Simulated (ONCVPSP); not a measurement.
Transferability test, ONCV potential for indium (In)

- Element: In (Z = 49)
- Generator: ONCVPSP 4.0.1
- Type: optimised norm-conserving Vanderbilt (ONCV)
- Functional: LDA (Perdew-Wang 92)
- Relativity: scalar-relativistic
- Frozen core: [Ar] 3d10
- Valence charge: 21
- Reference configuration: 4s2 4p6 4d10 5s2 5p1
- Partial waves: 4s+5s: rc 1.60 bohr, ncon 4, nbas 8, qcut 8.6 1/bohr, 2 projectors; 4p+5p: rc 1.55 bohr, ncon 4, nbas 7, qcut 9.7 1/bohr, 2 projectors; 4d: rc 1.30 bohr, ncon 4, nbas 9, qcut 13.9 1/bohr, 2 projectors, debl 1.3 Ha
- Local potential: polynomial inside 1.05 bohr (lpopt 5, dvloc0 0 Ha)
- Core correction: none

Energies are relative to the spin-unpolarised reference configuration 4s2 4p6 4d10 5s2 5p1; without spin polarisation the order of configurations can differ from experiment. Not all tests gave a result: 1 of 4 tests not solved or not reliable.

```csv
valence configuration,charge,ΔE all-electron (eV),error AE − PS (meV)
4s2 4p6 4d10 5s2 5p0,+1,5.589,-1.2
4s2 4p6 4d10 5s1 5p0,+2,25.244,-5.4
4s2 4p5 4d10 5s2 5p1,+1,85.552,-100
```
